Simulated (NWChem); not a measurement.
Molecule: fluoroethane (C$_{2}$H$_{5}$F); SMILES CCF

All runs: NWChem. Pople sets run with spherical d functions. The geometry was optimised at B3LYP/6-31G* (spherical d). Vertical excitations in the gas phase; the lowest state need not have the same character in each row.

| level | lowest excitation, singlet (eV) | oscillator strength of that lowest state | lowest state with f > 0.02, singlet (eV) | orbital gap (eV) |
|---|---|---|---|---|
| PBE/6-31+G*, full TDDFT | 7.75 | 0.002 | 7.96 | 7.73 |
| B3LYP/6-31+G*, full TDDFT | 8.52 | 0.005 | 9.20 | 9.56 |
| LRC-wPBEh/6-31+G*, full TDDFT | 8.87 | 0.007 | 9.61 | 13.29 |
| BHandHLYP/6-31+G*, full TDDFT | [?] | 0.008 | [?] | [?] |

Task: Complete the blanks.

Result: 
- BHandHLYP/6-31+G*, full TDDFT, lowest excitation, singlet (eV): 9.42
- BHandHLYP/6-31+G*, full TDDFT, lowest state with f > 0.02, singlet (eV): 10.16
- BHandHLYP/6-31+G*, full TDDFT, orbital gap (eV): 12.13
